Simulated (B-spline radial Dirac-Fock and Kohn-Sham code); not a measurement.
## X-ray form factors of aluminum in several charge states

Level of theory: Dirac-Fock orbitals of the configuration average with a finite nucleus; a B-spline atomic structure program.

Configurations: Al¹⁰⁺ [He] 2s1; Al¹¹⁺ 1s2; Al¹²⁺ 1s1. The first column is f₀ of Al¹⁰⁺, the others are differences from it.

```tsv
s (Å⁻¹)	Al¹⁰⁺	Δ Al¹¹⁺	Δ Al¹²⁺
0	3.000	-1.000	-2.000
0.1	2.975	-0.978	-1.976
0.2	2.903	-0.914	-1.909
0.3	2.793	-0.817	-1.804
0.4	2.655	-0.698	-1.675
0.5	2.502	-0.569	-1.534
0.7	2.196	-0.326	-1.257
0.9	1.938	-0.144	-1.035
1.1	1.741	-0.038	-0.882
1.4	1.534	+0.017	-0.748
```

Values without a named source are computed, but for edge energies of neutral atoms, which are taken from tables.
